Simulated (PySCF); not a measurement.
C4H12NSi (SMILES CN(C)[Si](C)C), doublet, at a GFN2-xTB geometry; PBE/6-31G in PySCF.

Here is a job for PySCF.
```python
from pyscf import gto, scf, dft

mol = gto.Mole()
mol.atom = '''
    C     1.475983   -0.631832    1.360728
    N     0.909895    0.029489    0.216181
    C     1.921869    0.558112   -0.658103
    Si   -0.676309   -0.374358   -0.374498
    C    -1.824993   -0.518541    1.143151
    C    -1.247137    1.069354   -1.485401
    H     2.107710   -1.481198    1.070243
    H     2.097414    0.071553    1.923872
    H     0.684928   -0.994820    2.009380
    H     1.458848    1.069721   -1.496068
    H     2.576409   -0.231686   -1.048835
    H     2.546350    1.271948   -0.111774
    H    -2.862566   -0.497578    0.825595
    H    -1.673908   -1.442563    1.691988
    H    -1.668923    0.310808    1.830799
    H    -0.763736    1.062207   -2.457060
    H    -2.316907    1.004876   -1.656537
    H    -1.040897    2.028753   -1.014157
'''
mol.basis = '6-31g'
mol.charge = 0
mol.spin = 1
mol.verbose = 4
mol.build()

mf = dft.UKS(mol)
mf.xc = 'pbe'
mf.grids.atom_grid = (75, 302)
mf.kernel()
mf.analyze()
```

Q: Predict the main parts of the log of this PySCF run.

A: 
```
PySCF version 2.14.0

[INPUT] verbose = 4
[INPUT] num. atoms = 18
[INPUT] num. electrons = 57
[INPUT] charge = 0
[INPUT] spin (= nelec alpha-beta = 2S) = 1
[INPUT] symmetry False subgroup None
[INPUT] Mole.unit = angstrom
[INPUT] Symbol           X                Y                Z      unit          X                Y                Z       unit  Magmom
[...]
nuclear repulsion = 314.222004778124
number of shells = 56
number of NR pGTOs = 204
number of NR cGTOs = 82
basis = 6-31g
ecp = {}

******** <class 'pyscf.dft.uks.UKS'> ********
method = UKS
initial guess = minao
damping factor = 0
level_shift factor = 0
DIIS = <class 'pyscf.scf.diis.CDIIS'>
diis_start_cycle = 1
diis_space = 8
diis_damp = 0
SCF conv_tol = 1e-09
SCF conv_tol_grad = None
SCF max_cycles = 50
direct_scf = True
direct_scf_tol = 1e-13
number electrons alpha = 29  beta = 28
XC library pyscf.dft.libxc version 7.1.2
    S. Lehtola, C. Steigemann, M. J. T. Oliveira, and M. A. L. Marques,  SoftwareX 7, 1–5 (2018)
XC functionals = pbe
    J. P. Perdew, K. Burke, and M. Ernzerhof,  Phys. Rev. Lett. 77, 3865 (1996)
    J. P. Perdew, K. Burke, and M. Ernzerhof,  Phys. Rev. Lett. 78, 1396 (1997)
    J. P. Perdew, K. Burke, and M. Ernzerhof,  Phys. Rev. Lett. 77, 3865 (1996)
    J. P. Perdew, K. Burke, and M. Ernzerhof,  Phys. Rev. Lett. 78, 1396 (1997)
radial grids:
    Treutler-Ahlrichs [JCP 102, 346 (1995); DOI:10.1063/1.469408] (M4) radial grids

becke partition: Becke, JCP 88, 2547 (1988); DOI:10.1063/1.454033
pruning grids: <function nwchem_prune>
grids dens level: 3
symmetrized grids: False
atomic radii adjust function: <function treutler_atomic_radii_adjust>
User specified grid scheme (75, 302)
small_rho_cutoff = 0
Set gradient conv threshold to 3.16228e-05
tot grids = 262296
init E= -503.513582452094

cycle= 1 E= -503.191994220072  delta_E= 0.322  |g|= 0.493  |ddm|= 2.71
cycle= 2 E= -502.9518595122  delta_E= 0.24  |g|= 0.809  |ddm|= 1.45
cycle= 3 E= -503.306561015335  delta_E= -0.355  |g|= 0.191  |ddm|= 1.09
cycle= 4 E= -503.325166831201  delta_E= -0.0186  |g|= 0.0198  |ddm|= 0.234
cycle= 5 E= -503.32536462641  delta_E= -0.000198  |g|= 0.00962  |ddm|= 0.057
cycle= 6 E= -503.325440416376  delta_E= -7.58e-05  |g|= 0.0022  |ddm|= 0.022
cycle= 7 E= -503.325443394833  delta_E= -2.98e-06  |g|= 0.000708  |ddm|= 0.00452
cycle= 8 E= -503.325443682039  delta_E= -2.87e-07  |g|= 0.000154  |ddm|= 0.00109
cycle= 9 E= -503.325443699514  delta_E= -1.75e-08  |g|= 3.7e-05  |ddm|= 0.000349
cycle= 10 E= -503.325443700758  delta_E= -1.24e-09  |g|= 9.82e-06  |ddm|= 0.000101
cycle= 11 E= -503.325443700825  delta_E= -6.64e-11  |g|= 4.97e-06  |ddm|= 2.44e-05
Extra cycle  E= -503.325443700794  delta_E= 3.04e-11  |g|= 8.42e-06  |ddm|= 1.61e-05
converged SCF energy = -503.325443700794  <S^2> = 0.75090912  2S+1 = 2.0009089
**** SCF Summaries ****
Total Energy =                        -503.325443700794381
Nuclear Repulsion Energy =             314.222004778124301
One-electron Energy =                -1312.632241897289077
Two-electron Energy =                  495.084793418370396
Two-electron Coulomb Energy =          548.714367292997736
DFT Exchange-Correlation Energy =      -53.629573874627319
**** MO energy ****
                             alpha | beta                alpha | beta
[...]
To work with the spin densities directly, `use mulliken_meta_spin()` only printing them here.

 ** Mulliken spin pop alpha/beta on meta-lowdin orthogonal AOs **
 ** Mulliken Spin Density (per AO)  **
spin_pop of  0 C 1s        0.00000
spin_pop of  0 C 2s       -0.00142
spin_pop of  0 C 3s        0.00003
spin_pop of  0 C 2px      -0.00130
spin_pop of  0 C 2py      -0.00285
spin_pop of  0 C 2pz      -0.00324
spin_pop of  0 C 3px       0.00018
spin_pop of  0 C 3py       0.00020
spin_pop of  0 C 3pz      -0.00001
spin_pop of  1 N 1s       -0.00000
spin_pop of  1 N 2s        0.00428
spin_pop of  1 N 3s        0.00003
spin_pop of  1 N 2px       0.00059
spin_pop of  1 N 2py       0.14479
spin_pop of  1 N 2pz       0.05201
spin_pop of  1 N 3px       0.00016
spin_pop of  1 N 3py       0.00359
spin_pop of  1 N 3pz       0.00105
spin_pop of  2 C 1s        0.00000
spin_pop of  2 C 2s       -0.00140
spin_pop of  2 C 3s        0.00003
spin_pop of  2 C 2px      -0.00260
spin_pop of  2 C 2py      -0.00227
spin_pop of  2 C 2pz      -0.00252
spin_pop of  2 C 3px       0.00025
spin_pop of  2 C 3py       0.00004
spin_pop of  2 C 3pz       0.00007
spin_pop of  3 Si 1s        0.00000
spin_pop of  3 Si 2s        0.00000
spin_pop of  3 Si 3s        0.15743
spin_pop of  3 Si 4s        0.01223
spin_pop of  3 Si 2px      -0.00000
spin_pop of  3 Si 2py       0.00001
spin_pop of  3 Si 2pz       0.00000
spin_pop of  3 Si 3px       0.00426
spin_pop of  3 Si 3py       0.35320
spin_pop of  3 Si 3pz       0.13315
spin_pop of  3 Si 4px      -0.00028
spin_pop of  3 Si 4py       0.00025
spin_pop of  3 Si 4pz      -0.00010
spin_pop of  4 C 1s       -0.00000
spin_pop of  4 C 2s        0.00810
spin_pop of  4 C 3s        0.00004
spin_pop of  4 C 2px       0.00938
spin_pop of  4 C 2py       0.00013
spin_pop of  4 C 2pz       0.01711
spin_pop of  4 C 3px      -0.00001
spin_pop of  4 C 3py       0.00008
spin_pop of  4 C 3pz       0.00012
spin_pop of  5 C 1s       -0.00000
spin_pop of  5 C 2s        0.00831
spin_pop of  5 C 3s        0.00004
spin_pop of  5 C 2px       0.00362
spin_pop of  5 C 2py       0.01862
spin_pop of  5 C 2pz       0.00516
spin_pop of  5 C 3px       0.00002
spin_pop of  5 C 3py       0.00015
spin_pop of  5 C 3pz       0.00003
spin_pop of  6 H 1s        0.01226
spin_pop of  6 H 2s        0.00038
spin_pop of  7 H 1s        0.00590
spin_pop of  7 H 2s       -0.00001
spin_pop of  8 H 1s        0.00016
spin_pop of  8 H 2s        0.00004
spin_pop of  9 H 1s        0.00016
spin_pop of  9 H 2s        0.00004
spin_pop of  10 H 1s        0.01224
spin_pop of  10 H 2s        0.00038
spin_pop of  11 H 1s        0.00568
spin_pop of  11 H 2s       -0.00001
spin_pop of  12 H 1s       -0.00106
spin_pop of  12 H 2s        0.00017
spin_pop of  13 H 1s       -0.00077
spin_pop of  13 H 2s        0.00007
spin_pop of  14 H 1s        0.02107
spin_pop of  14 H 2s        0.00156
spin_pop of  15 H 1s       -0.00080
spin_pop of  15 H 2s        0.00007
spin_pop of  16 H 1s       -0.00105
spin_pop of  16 H 2s        0.00017
spin_pop of  17 H 1s        0.02103
spin_pop of  17 H 2s        0.00157
 ** Mulliken Spin Density (per atom)  **
spin density of  0 C =     -0.00840
spin density of  1 N =      0.20649
spin density of  2 C =     -0.00841
spin density of  3 Si =      0.66017
spin density of  4 C =      0.03495
spin density of  5 C =      0.03595
spin density of  6 H =      0.01264
spin density of  7 H =      0.00588
spin density of  8 H =      0.00020
spin density of  9 H =      0.00020
spin density of  10 H =      0.01262
spin density of  11 H =      0.00567
spin density of  12 H =     -0.00089
spin density of  13 H =     -0.00070
spin density of  14 H =      0.02263
spin density of  15 H =     -0.00072
spin density of  16 H =     -0.00087
spin density of  17 H =      0.02260
 ** Mulliken pop alpha/beta on meta-lowdin orthogonal AOs **
 ** Mulliken pop       alpha | beta **
In total            29.00000 | 28.00000
 ** Mulliken atomic charges   ( Nelec_alpha | Nelec_beta ) **
charge of  0C =     -0.24696  (     3.11928      3.12768 )
charge of  1N =     -0.30237  (     3.75443      3.54794 )
charge of  2C =     -0.24688  (     3.11923      3.12764 )
charge of  3Si =      0.50178  (     7.07919      6.41903 )
charge of  4C =     -0.55535  (     3.29515      3.26020 )
charge of  5C =     -0.55527  (     3.29561      3.25966 )
charge of  6H =      0.09811  (     0.45726      0.44462 )
charge of  7H =      0.11020  (     0.44784      0.44196 )
charge of  8H =      0.12022  (     0.43999      0.43979 )
charge of  9H =      0.12020  (     0.44000      0.43980 )
charge of  10H =      0.09819  (     0.45721      0.44459 )
charge of  11H =      0.11016  (     0.44776      0.44209 )
charge of  12H =      0.12868  (     0.43521      0.43610 )
charge of  13H =      0.12429  (     0.43751      0.43821 )
charge of  14H =      0.12108  (     0.45077      0.42815 )
charge of  15H =      0.12419  (     0.43755      0.43827 )
charge of  16H =      0.12854  (     0.43529      0.43616 )
charge of  17H =      0.12118  (     0.45071      0.42811 )
Dipole moment(X, Y, Z, Debye):  0.76880,  0.63151,  0.55762
```
